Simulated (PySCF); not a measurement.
CaIn and its ions

ROHF-CCSD(T); basis Ca def2-SVP, In def2-SVP with ECP28; scalar-relativistic core potentials; PySCF 2.14. Neutral (ROHF): doublet (π ↑), Re = 3.411 Å, ωe = 106 cm⁻¹, De = 0.35 eV.

CaIn⁺ (RHF): singlet (closed shell), Re = 3.687 Å, ωe = 109 cm⁻¹, De = 1.13 eV to Ca + In⁺. The energies at the minima are -866.08315 hartree for CaIn and -865.91202 for CaIn⁺.

**Question.** Work out the adiabatic ionisation energy, without and with harmonic zero-point energies (1 hartree = 27.2114 eV, 1 eV = 8065.5 cm⁻¹), and the change of the bond length.

**Answer.** At CCSD(T): 0.17113 hartree = 4.657 eV between the minima; the zero-point term (109.0 − 106.0)/2 cm⁻¹ = +0.000 eV makes it 4.657 eV. Re changes by +27.6 pm against the neutral. The electron leaves a π orbital, and the longer bond of the ion fits a bonding orbital, or a change in how ionic the bond is.

Correlated steps freeze 9 core orbitals. Weak bonds: CaIn. Basis-set superposition, not corrected here, can be much of De in a small basis, most of all at correlated wavefunction levels. These are scalar-relativistic numbers at best; spin–orbit coupling would shift them, the dissociation energy most. For an ion De counts to the pair picked by the measured ionisation energies or electron affinities, which need not be the lowest pair at this level. States were picked by a PBE0 search and need not be the measured ground states.
